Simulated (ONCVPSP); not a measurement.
An all-electron radial function and its pseudo partner (Cs)

Columns: radius, all-electron u(r) and pseudo u(r) of the 5p shell (level -13.55 eV) of caesium in the configuration [Kr] 4d10 5s2 5p6 6s1; PBEsol, scalar-relativistic, ONCV scheme, ONCVPSP 4.0.1.

```tsv
r (bohr)	all-electron	pseudo
0.140	0.1090	0.0077
0.280	0.1718	0.0313
0.420	-0.2117	0.0720
0.560	-0.3932	0.1310
0.700	-0.3103	0.2078
0.840	-0.0895	0.2994
0.980	0.1612	0.4003
1.120	0.3840	0.5028
1.260	0.5571	0.5982
1.400	0.6779	0.6783
1.540	0.7518	0.7371
1.680	0.7871	0.7716
1.820	0.7926	0.7819
1.960	0.7761	0.7706
2.100	0.7443	0.7423
2.240	0.7025	0.7021
2.380	0.6548	0.6547
2.520	0.6042	0.6042
2.660	0.5531	0.5531
2.800	0.5029	0.5029
2.940	0.4548	0.4547
3.080	0.4094	0.4093
3.220	0.3671	0.3671
3.360	0.3282	0.3282
3.500	0.2926	0.2926
3.640	0.2603	0.2603
```

(1) How many radial nodes do the two functions have?

(2) At about which radius was the pseudo-wave matched?

(3) Where does each function peak?

(4) Is the pseudo-wave norm-conserving?

Answers

(1) The all-electron 5p function has n − l − 1 = 3 (the table is too coarse to show those close to the nucleus); the pseudo-wave has 0, since the states of the same l below it are removed with the core.

(2) 2.50 bohr. The columns agree to 0.0005 from 2.24 bohr on; several derivatives are matched, so the curves merge somewhat inside the radius.

(3) Outermost all-electron maximum near 1.82 bohr, pseudo maximum near 1.82 bohr (to the table’s step).

(4) Yes: the ONCV scheme keeps the norm inside the radius equal to the all-electron one, which fixes the energy derivative of the logarithmic derivative at the level.
